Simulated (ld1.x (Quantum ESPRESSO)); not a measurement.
**Configuration tests for Nb (Z = 41) (PAW)**

Nb, PAW, made with ld1.x (Quantum ESPRESSO) 7.5 (PBE, fully relativistic). Core [Kr], reference 4d5 5s0 5p0. Waves: 5s (bound, empty): rcut 3.05, rcutus 3.80 bohr; 5s channel at 3.15 Ry: rcut 3.05, rcutus 3.80 bohr; 5p (bound, empty): rcut 4.05, rcutus 4.25 bohr; 5p channel at 2.95 Ry: rcut 4.05, rcutus 4.25 bohr; 4d (bound): rcut 2.85, rcutus 3.10 bohr; 4d channel at 0.65 Ry: rcut 2.85, rcutus 3.10 bohr. Local part: all-electron potential smoothed inside 2.40 bohr (lloc = -1). Core correction: Bessel-smoothed model core inside 1.80 bohr. Augmentation charge: BESSEL, radius 3.05 bohr.

Open shells are filled in proportion to 2j + 1 (rel_dist='average').

Energies are relative to the spin-unpolarised reference configuration 4d5 5s0 5p0; without spin polarisation the order of configurations can differ from experiment. Not all tests gave a result: 4 of 7 tests not solved or not reliable. Left out of the table: 4d4 5s1 5p0 (solver errors, printed error -121 eV); 4d4 5s0.5 5p0 (solver errors, printed error -710 meV); 4d3 5s2 5p0 (solver errors, printed error -115 eV); 4d3 5s1 5p0 (solver errors, printed error -87.8 eV). The frozen-core shift is the all-electron ΔE with the core orbitals held at their reference shape minus the fully relaxed ΔE.

```json
{"valence configuration": "4d4 5s0 5p0", "charge": "+1", "ΔE all-electron (eV)": "5.368", "error AE − PS (meV)": "-14", "frozen-core shift (meV)": "+15"}
{"valence configuration": "4d3 5s0 5p0", "charge": "+2", "ΔE all-electron (eV)": "19.408", "error AE − PS (meV)": "-189", "frozen-core shift (meV)": "+183"}
{"valence configuration": "4d4 5s0 5p1", "charge": "0", "ΔE all-electron (eV)": "1.680", "error AE − PS (meV)": "-20", "frozen-core shift (meV)": "+21"}
```

Levels in the configuration 4d4 5s0 5p1:

| level | all-electron (eV) | pseudo (eV) |
| --- | --- | --- |
| 4d j=3/2 | -4.272 | -4.318 |
| 4d j=5/2 | -4.111 | -4.155 |
| 5p j=1/2 | -1.820 | -1.811 |
| 5p j=3/2 | -1.722 | -1.714 |

These tests converged, but a pseudo level misses the all-electron one widely, so the file describes the atom poorly there or has found another state: 4d4 5s0 5p0: empty 5s by 2.5 eV.

The ghost test of this file was not conclusive.
